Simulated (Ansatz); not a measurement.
Basis sets compared for Li₅Al₅⁺. The state is a doublet with charge 1. Geometry PBE0-D4/def2-SVP. Ansatz on 4 threads of Arm Neoverse V2 on a shared host; times are rough, and most runs start from earlier orbitals.

Cartesian coordinates in Å:
```
Li -0.179 -2.970 0.561
Li 1.795 1.614 -1.828
Li -1.033 -0.956 -2.681
Li -1.932 1.625 1.520
Li 2.647 -0.401 1.412
Al -0.929 1.390 -1.108
Al 0.797 1.652 0.817
Al 0.820 -0.690 -0.646
Al -1.857 -0.762 0.016
Al -0.128 -0.502 1.937
```

The structure comes from a short search, and lower isomers may exist.

| level | functions | energy (Eh) | HOMO (eV) | LUMO (eV) | wall time |
| --- | --- | --- | --- | --- | --- |
| PBE-D4/def2-SVP | 135 | -1248.5360 | -7.21 | -6.68 | 4.8 s |
| PBE0-D4/def2-SVP | 135 | -1248.6582 | -7.82 | -6.06 | 6.5 s |

Estimate the rows for PBE-D4/def2-TZVP (with forces), PBE0-D4/def2-TZVP.


```tsv
level	functions	energy (Eh)	HOMO (eV)	LUMO (eV)	wall time
PBE-D4/def2-TZVP (with forces)	255	-1248.9898	-7.13	-6.61	10 s
PBE0-D4/def2-TZVP	255	-1249.1046	-7.73	-5.98	21 s
```
